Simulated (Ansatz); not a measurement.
Two members of one family ([LnCl6]3-), computed with Ansatz in the gas phase; def2 core potentials for Ce, Pr, no spin–orbit coupling. The two geometries come from different levels. HOMO and LUMO are taken over both spins. With an open 4f shell the SCF may have ended above the lowest state. Levels of anions in sets without diffuse functions are rough. The structures are stationary points that may keep the symmetry of their start. Remarks come from the PBE and PBE0 runs and from stability tests at other levels; not every state was tested. A HOMO above zero means that the electron is unbound at that level and held by the basis, or that self-interaction error raises the level; the energy of removing that electron tells which.

First: [CeCl6]3- (doublet, charge -3, PBE-D4/def2-SVP geometry).

```xyz
7

Ce    0.0000    0.0000    0.0000
Cl   -1.3113   -1.5450   -1.9698
Cl    1.3083    1.5413    1.9761
Cl    2.3419    0.0273   -1.5817
Cl   -2.3431   -0.0239    1.5799
Cl    0.8810   -2.3684    1.2653
Cl   -0.8768    2.3687   -1.2698
```

| level | HOMO (eV) | LUMO (eV) | gap (eV) |
| --- | --- | --- | --- |
| PBE-D4/def2-SVP | 8.20 | 8.90 | 0.70 |
| PBE-D4/def2-TZVP | 7.20 | 7.90 | 0.70 |
| r2SCAN-D4/def2-TZVP | 6.90 | 8.29 | 1.39 |
| PBE0-D4/def2-SVP | 4.94 | 9.86 | 4.92 |
| PBE0-D4/def2-TZVP | 4.05 | 9.51 | 5.46 |

Metal–donor distances: 6 × Cl 2.83 Å. Remarks: HOMO above zero at PBE or PBE0.

Second: [PrCl6]3- (triplet, charge -3, PBE0-D4/def2-SVP geometry).

```csv
atom,x (Å),y (Å),z (Å)
Pr1,0.000,0.000,0.000
Cl2,2.481,-0.921,0.912
Cl3,-2.481,0.921,-0.912
Cl4,1.197,2.384,-0.849
Cl5,-1.197,-2.384,0.849
Cl6,-0.500,1.148,2.517
Cl7,0.500,-1.148,-2.517
```

**Question.** What does the change do? Estimate second minus first.

**Answer.** 
```csv
level,Δ HOMO (eV),Δ LUMO (eV),Δ gap (eV)
PBE-D4/def2-SVP,-0.97,-1.09,-0.12
PBE-D4/def2-TZVP,-0.99,-1.12,-0.13
r2SCAN-D4/def2-TZVP,-1.35,-1.34,0.01
PBE0-D4/def2-SVP,-0.96,0.00,0.96
PBE0-D4/def2-TZVP,-0.88,-0.60,0.28
```

Metal–donor distances: 6 × Cl 2.80 to 2.81 Å. Remarks: HOMO above zero at PBE or PBE0.
